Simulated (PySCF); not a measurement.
These compounds are isomers of formula C₇H₃F₃.

A. SMILES C#CC#C/C=C\C(F)(F)F
B. SMILES C(#CCC#C)C(F)=C(F)F
C. SMILES C#CC#C/C=C/C(F)(F)F
D. SMILES C=C=C=CC#CC(F)(F)F

Spectrum 1. 1H NMR (400 MHz, computed): δ 3.63 (d, 2H), 1.59 (t, 1H). 13C{1H} NMR (computed): δ 175.1 (C), 124.5 (C), 110.3 (C), 80.3 (C), 77.7 (CH), 73.5 (C), 12.5 (CH2).

Spectrum 2. 1H NMR (400 MHz, computed): δ 6.57 (m, 1H), 6.40 (m, 1H), 2.25 (s, 1H). 13C{1H} NMR (computed): δ 142.0 (CH), 132.3 (C), 125.1 (CH), 95.5 (C), 86.8 (CH), 73.3 (C), 72.7 (C).

Spectrum 3. 1H NMR (400 MHz, computed): δ 6.05 (s, 2H), 5.99 (s, 1H). 13C{1H} NMR (computed): δ 197.9 (C), 179.9 (C), 124.9 (C), 112.6 (CH2), 94.2 (CH), 91.1 (C), 88.7 (C).

Spectrum 4. 1H NMR (400 MHz, computed): δ 6.58 (m, 1H), 6.25 (m, 1H), 2.45 (s, 1H). 13C{1H} NMR (computed): δ 145.9 (CH), 132.0 (C), 127.8 (CH), 102.3 (C), 89.5 (CH), 72.7 (C), 70.8 (C).

Single conformer, rapidly exchanging positions averaged, non-relativistic Hamiltonian, gas phase. σ from GIAO-PBE0/pcSseg-1; GFN2-xTB structure; PySCF.

δ = σ(ref) − σ, references computed at the same level: TMS for 1H and 13C. Splittings of carbon signals by F and P are missing where no couplings were computed. Where no couplings were computed, multiplicities follow the n + 1 count of equivalent neighbours, and m marks all less simple cases (inequivalent or close neighbours, rings, F or P nearby). Shifts are as computed. Against solution values, carbons near 30 ppm lie about +3 ppm off and those near 130 ppm about +5 ppm. Of 1211 compounds with measured shifts, 218 miss one by over three times the rms of a fit or turn the order of signals round; such compounds aren't used in these exercises.

Which spectrum belongs to which compound?

## Answers

1–B, 2–C, 3–D, 4–A.

- Spectrum 1 (B): 7 13C signals; δC 124.5 is a fully substituted alkene carbon; δC 80.3 is an alkyne carbon.
- Spectrum 2 (C): 7 13C signals; δC 142.0 is an alkene CH; δC 132.3 is a CF3 carbon.
- Spectrum 3 (D): 7 13C signals; δC 197.9 is a central carbon of an allene; δC 124.9 is a CF3 carbon.
- Spectrum 4 (A): 7 13C signals; δC 145.9 is an alkene CH; δC 132.0 is a CF3 carbon.
